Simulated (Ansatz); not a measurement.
```yaml
crystal:
  periodic: [false, false, false]
  atoms:
    - {symbol: F, position_ang: [0.593627, 2.571420, 1.457288]}
    - {symbol: C, position_ang: [-0.128614, 1.541280, 0.538860]}
    - {symbol: C, position_ang: [0.705846, 0.082880, 0.520833]}
    - {symbol: Sn, position_ang: [-0.355359, -1.567174, -0.883802]}
    - {symbol: H, position_ang: [-1.266518, 1.409928, 0.976465]}
    - {symbol: H, position_ang: [-0.193179, 2.043329, -0.577995]}
    - {symbol: H, position_ang: [0.778031, -0.382660, 1.649899]}
    - {symbol: H, position_ang: [1.844648, 0.246672, 0.104868]}
    - {symbol: H, position_ang: [-2.128267, -1.908805, -0.250928]}
    - {symbol: H, position_ang: [-0.444828, -0.921708, -2.682631]}
    - {symbol: H, position_ang: [0.667635, -3.179003, -0.829898]}
basis:
  gaussian: {orbitals: STO-3G, fitting: {mean_field: cc-pVTZ-jkfit}}
hamiltonian: {xc: {name: wB97}}
output: {forces: true}
```

```sh
$ ansatz run in.yaml --threads 4 --pin off --events-out ev --progress --plain --max-ram 10444MiB
```

It prints (some lines left out):

```
Functional definition: wB97
Error: <dir> the basis set cc-pVTZ-JKFIT has no functions for Sn
```
